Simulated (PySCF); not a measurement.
**How methods differ on the excitation energy of B⁺**

B⁺ [He] 2s2 (1S) → B⁺ [He] 2s1 3s1 (3S), as a difference of total energies. Calculation: PySCF 2.14, in dyall-av3z (15s9p3d2f, 71 functions); the spin-free X2C one-electron Hamiltonian (Gaussian nucleus). Correlated levels: valence: 1s2 frozen; virtual orbitals above 40 to 60 times the deepest correlated orbital energy dropped. The calculations carry no spin-orbit coupling.

```csv
method,excitation energy (eV)
UHF,14.636
LDA,15.379
PBE,15.367
PBE0,15.384
r2SCAN,15.288
B97-3,15.620
wB97M-V,15.496
M06,15.313
SCS-MP2 (valence),15.834
```

Task: Estimate what r2SCANh gives.

Result: 15.301 eV, closest to M06 among the rows shown.

Task: Estimate what MP2 (valence) gives.

Result: 15.566 eV, closest to B97-3 among the rows shown.

Errors of the correlated levels include the incompleteness of this basis and the frozen core.

For comparison: 16.090 eV (measured; NIST levels).
